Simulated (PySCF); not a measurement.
PySCF was given this input:
```python
from pyscf import gto, scf, mcscf, mrpt
import numpy

mol = gto.M(
    atom='''
C    -2.231711   -0.957715    0.230389
N    -1.559160    0.217196   -0.280938
C    -2.475850    1.186848   -0.843075
Si    0.108780    0.319827   -0.531730
F     0.691408   -0.281787   -1.891578
F     0.525461    1.848075   -0.654955
Br    1.202245   -0.628598    1.081564
H    -2.978469   -0.656073    0.968519
H    -2.738361   -1.497168   -0.575871
H    -1.524112   -1.630399    0.708917
H    -3.209026    1.473478   -0.085669
H    -1.936559    2.074024   -1.162215
H    -3.007307    0.767743   -1.702737
''',
    basis='sto-3g',
    charge=0,
    spin=0,
    verbose=3,
)

mf = scf.RHF(mol)
mf.kernel()
mc = mcscf.CASCI(mf, 4, 4)
mc.fix_spin_(ss=0.0)
mc.kernel()
occ = numpy.linalg.eigvalsh(mc.fcisolver.make_rdm1(mc.ci, mc.ncas, mc.nelecas))[::-1]
ss = mc.fcisolver.spin_square(mc.ci, mc.ncas, mc.nelecas)[0]
print('natural occupations', occ.round(4), ' <S^2>', round(ss, 4))
e2 = mrpt.NEVPT(mc).kernel()
print('E(NEVPT2) = %.10f' % (mc.e_tot + e2))
```

Give the SCF-reference HOMO-LUMO gap at the level CASCI(4,4)+NEVPT2/STO-3G (PySCF).

17.62 eV

Estimate the nuclear repulsion energy that CASCI(4,4)+NEVPT2/STO-3G returns for this input.

676.3297 Eh

What is the computed SCF-reference Mulliken (on the basis functions themselves) charges in atom order (CASCI(4,4)+NEVPT2/STO-3G)?

C1 -0.08, N2 -0.51, C3 -0.08, Si4 1.23, F5 -0.33, F6 -0.33, Br7 -0.26, H8 0.06, H9 0.06, H10 0.07, H11 0.07, H12 0.07, H13 0.06

Predict the SCF-reference dipole moment from CASCI(4,4)+NEVPT2/STO-3G.

2.40 D

Estimate the natural occupations of the active orbitals that CASCI(4,4)+NEVPT2/STO-3G returns for this input.

2.00, 2.00, 0.00, 0.00

Give the total energy at the level CASCI(4,4)+NEVPT2/STO-3G.

-3158.733194 Ha
